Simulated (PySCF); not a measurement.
## 19F chemical shifts

Calculated, not measured (PySCF): GIAO PBE0/pcSseg-1 shieldings, geometry: GFN2-xTB. Single conformer, one averaged value for each set of equivalent atoms, relativity neglected, isolated molecule.

Shieldings were converted by a linear fit to measured shifts: 19F: δ = 146.13 − 0.903σ +14.6 on sp3 carbon (rms 6.0 ppm, 223 shifts, 7.0 ppm with the 5 outliers that the fit left out vs CFCl3, solution or neat liquid). A few per cent of atoms miss by over 2 rms, more outside the fitted compound classes.

(1) Give the 19F shifts of `C=C(/C=C/C)C(=C)C(F)(F)F`, `C=CC(C=C)/C=C/C(F)(F)F`, `C=C(CC(F)(F)F)[S@@](C)=O`, `CC/C=C/C#CCC(F)(F)F`, `C=C(/C=C\C)C(=C)C(F)(F)F`.

(2) Order these by 19F shift, lowest first.
A. Cc1cn(C2CC2)c(F)p1
B. COC[C@H](F)C(=O)Cl
C. FC1CP(n2cccc2)C1
D. FC(F)(F)C1=C[C@@H]2CC[C@H]1C2

Answers

(1) 
```csv
compound,environment,δ (ppm)
C=C(/C=C/C)C(=C)C(F)(F)F,fluorine of a CF3 group (×3),-64.8
C=CC(C=C)/C=C/C(F)(F)F,fluorine of a CF3 group (×3),-68.0
C=C(CC(F)(F)F)[S@@](C)=O,fluorine of a CF3 group (×3),-67.5
CC/C=C/C#CCC(F)(F)F,fluorine of a CF3 group (×3),-66.2
C=C(/C=C\C)C(=C)C(F)(F)F,fluorine of a CF3 group (×3),-65.0
```

(2) B (-189.5 ppm, fluorine on an sp3 carbon), C (-141.6 ppm, fluorine on an sp3 carbon), A (-105.8 ppm, aryl fluorine), D (-68.5 ppm, fluorine of a CF3 group).
